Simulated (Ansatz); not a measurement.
| atom | x (Å) | y (Å) | z (Å) |
| --- | --- | --- | --- |
| S | -0.0395 | 0.0730 | -0.0223 |
| O | 1.3916 | 0.0100 | 0.0423 |
| O | -0.7224 | 1.2548 | -0.0399 |
| O | -0.6903 | -1.2856 | 0.0334 |

Basis set: 6-31G (spherical functions). Correlated methods keep 8 orbitals frozen. Charge 0, multiplicity 1.

Computed with Ansatz (development build ahead of 0.2.0); each method stands on the lowest determinant of its kind that the runs found. Restricted open shells among the atoms or ions are ROHF, correlated in semicanonical orbitals with singles.

(1) Give the atomization energy at this shape (free ground-state atoms in the same class of orbitals less the molecule, no zero-point energy) of singlet SO3 by RHF-MP2, RHF.

Results:

(1)

```
 method  atomization energy
RHF-MP2      44.82 kcal/mol
    RHF    -155.13 kcal/mol
```

Caution: no unrestricted run beside it, a lower state can exist; the shape is not the minimum. Caution for RHF: the molecule lies well above its atoms at this level.

This basis has no polarisation functions and is too small for such energies, which can lie far from measured ones in either direction.
